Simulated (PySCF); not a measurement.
**Electron correlation in Rh(2+) (rhodium, charge +2)**

[Kr] 4d7, high-spin 4F determinant. Calculation: PySCF 2.14, in x2c-TZVPPall with one added diffuse shell each of s, p, d, f type (9s7p7d3f1g, 95 functions); scalar relativity by spin-free X2C-1e. Frozen: [Kr]; 7 electrons correlated.

```tsv
level	correlation energy (mhartree)
CCSD	-157.13
(T)	-3.46
CCSD(T)	-160.59
```

Diagnostics: T1 = 0.0015, D1 = 0.0024, largest double amplitude 0.022.

**Question.** Is a single reference adequate?

**Answer.** Yes, within this model without spin-orbit coupling: T1 lies below 0.03 and no double amplitude reaches 0.07.
